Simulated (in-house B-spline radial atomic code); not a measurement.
A fraction x of an electron is removed from 3s in the phosphorus ion P³⁺, starting from [Ne] 3s2 and keeping the highest spin. Level of theory: non-relativistic BP86, spin-polarised, spherical fractional occupations, point nucleus; calculated with a B-spline radial code for spherical atoms.

| x | E(x) - E(0) (eV) | 3s down level (eV) |
| --- | --- | --- |
| 0 | 0.0000 | -45.660 |
| 0.06 | 2.7606 | -46.360 |
| 0.17 | 7.9305 | -47.637 |
| 0.32 | 15.2058 | -49.363 |
| 0.43 | 20.7046 | -50.613 |
| 0.5 | 24.2751 | -51.401 |
| 0.54 | 26.3401 | -51.847 |
| 0.68 | 33.7071 | -53.389 |
| 0.81 | 40.7388 | -54.785 |
| 0.99 | 50.7681 | -56.611 |
| 1 | 51.3346 | - |

The exact functional would give a straight line between the two integer points. Deviations E(x) - E(0) - x[E(1) - E(0)], in eV: -0.319 at x = 0.06, -0.796 at x = 0.17, -1.221 at x = 0.32, -1.369 at x = 0.43, -1.392 at x = 0.5, -1.381 at x = 0.54, -1.2 at x = 0.68, -0.842 at x = 0.81, -0.053 at x = 0.99.

The curve lies below the straight line by up to 1.392 eV (at x = 0.5): convex, the delocalisation error that favours fractional charges.

(1) How well does Slater's transition state (minus the level at half occupation) give the ionisation energy?

Answers

(1) It gives 51.401 eV against 51.335 eV from the two total energies; NIST lists 51.44 eV, ground level to ground level.
